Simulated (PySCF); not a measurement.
**SeF and its ions**

r²SCAN; basis Se aug-pcseg-1, F aug-pcseg-1; no relativity; PySCF 2.14. Neutral (UKS): doublet (π ↑), Re = 1.789 Å, ωe = 674 cm⁻¹, De = 3.41 eV, HOMO -6.21 eV, LUMO -5.52 eV.

SeF⁻ (UKS): singlet (closed shell), Re = 1.892 Å, ωe = 538 cm⁻¹, De = 2.48 eV to Se + F⁻. The energies at the minima are -2500.98974 hartree for SeF and -2501.08139 for SeF⁻.

Problem. Work out the adiabatic electron affinity, without and with harmonic zero-point energies (1 hartree = 27.2114 eV, 1 eV = 8065.5 cm⁻¹), and the change of the bond length.

Solution. At r²SCAN: 0.09165 hartree = 2.494 eV between the minima; the zero-point term (674.0 − 538.0)/2 cm⁻¹ = +0.008 eV makes it 2.502 eV. Re changes by +10.3 pm against the neutral. The electron enters a π orbital, and the longer bond of the ion fits an antibonding orbital, or a change in how ionic the bond is.

For an ion De counts to the pair picked by the measured ionisation energies or electron affinities, which need not be the lowest pair at this level. The highest Kohn–Sham level is positive in this anion. Much of that is self-interaction error, but it also means that the finite basis helps to hold the extra electron. States were picked by a PBE0 search and need not be the measured ground states.
